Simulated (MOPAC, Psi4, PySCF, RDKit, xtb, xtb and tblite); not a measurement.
Two geometries of SMILES c1coc(c1)[SiH2]CB (C5H9BOSi), relaxed at GFN2-xTB with one dihedral held; other torsions can differ between them too.

Structure A

```
17

B     -3.3870     0.1862     0.1488
C     -1.8995     0.6016     0.1987
Si    -0.8526    -0.9268    -0.3093
C     -0.6147    -0.8903    -2.1675
C     -1.1670    -0.1527    -3.1822
C     -0.5853    -0.6086    -4.3851
C      0.2814    -1.5945    -4.0228
O      0.2705    -1.7724    -2.6957
H     -3.8932    -0.2933     1.0895
H     -4.0124     0.3152    -0.8329
H     -1.6322     1.4102    -0.4789
H     -1.5640     0.8761     1.1968
H     -1.4619    -2.2046     0.0850
H      0.4679    -0.8257     0.3328
H     -1.9018     0.6191    -3.0749
H     -0.7816    -0.2552    -5.3769
H      0.9376    -2.2173    -4.5990
```

Structure B

```
17

B      3.3722     0.1745     0.1654
C      1.9039     0.6559     0.1390
Si     0.8315    -0.8956    -0.2332
C     -0.3566    -1.1614     1.1933
C     -0.4909    -0.6403     2.4538
C     -1.5954    -1.2862     3.0508
C     -2.0602    -2.1582     2.1140
O     -1.3241    -2.0917     0.9976
H      3.8665    -0.1755     1.1672
H      3.9894     0.1197    -0.8282
H      1.6959     1.3738    -0.6515
H      1.5582     1.0831     1.0775
H      0.0576    -0.6729    -1.4638
H      1.6134    -2.1290    -0.4093
H      0.1267     0.1119     2.9013
H     -1.9880    -1.1257     4.0341
H     -2.8783    -2.8518     2.1258
```

Which is lower in energy at the level B3LYP-D3(BJ)/def2-SVP // GFN2-xTB run with Psi4 1.11, and by how much?

A is lower, by 0.93 kcal/mol (dihedral B1–C2–Si3–C4: 90° in A, 120° in B).

E(B) − E(A) in kcal/mol at the other levels, on the same two geometries: GFN2-xTB (xtb and tblite) 0.58; B3LYP/def2-SVP // GFN2-xTB (Psi4) 0.70; PBE/def2-SVP // GFN2-xTB (Psi4) 0.70; PBE-D3(BJ)/def2-SVP // GFN2-xTB (Psi4) 0.85; UFF // GFN2-xTB (RDKit) 2.41; PM7, restricted, heats of formation // GFN2-xTB (MOPAC) 0.69; PM3, restricted, heats of formation // GFN2-xTB (MOPAC) -0.46; GFN1-xTB // GFN2-xTB (xtb) 0.56; restricted B3LYP/6-31G*, spherical d, density fitting // GFN2-xTB (PySCF) 0.45; restricted Hartree-Fock/6-31G*, spherical d, density fitting // GFN2-xTB (PySCF) 0.62; restricted B3LYP/6-311+G**, spherical d, density fitting // GFN2-xTB (PySCF) 0.52; restricted Hartree-Fock/LANL2DZ, with its core potentials past Ne // GFN2-xTB (PySCF) 0.62.
